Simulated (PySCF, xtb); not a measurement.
CHF2, SMILES [CH](F)F, multiplicity 2.

Coordinates come from a PBE0-D3(BJ)/def2-TZVP optimisation. The isomer is the one that the SMILES or the coordinates give; other isomers of the formula were not compared.

These are C-PCM-PBE0/def2-SVP (PySCF) values and carry that method's errors.

The values are the electrostatic part of the solvation free energy, E(continuum) − E(gas) at the gas-phase geometry, in a cavity of scaled van der Waals radii (PySCF's table); cavitation and dispersion terms are not included. The dipole moment in vacuum is 1.32 D.

Computed values in water (ε = 78.36), diethylether (ε = 4.24), cyclohexanone (ε = 15.62):
| solvent | ε | ΔG(elec) (kcal/mol) | dipole (D) |
|---|---|---|---|
| water | 78.36 | -1.8 | 1.56 |
| diethylether | 4.24 | -1.4 | 1.50 |
| cyclohexanone | 15.62 | -1.7 | 1.55 |

For comparison, GFN2-xTB/ALPB(water) (xtb, at the GFN2-xTB geometry, all terms of that model) gives -0.2 kcal/mol.
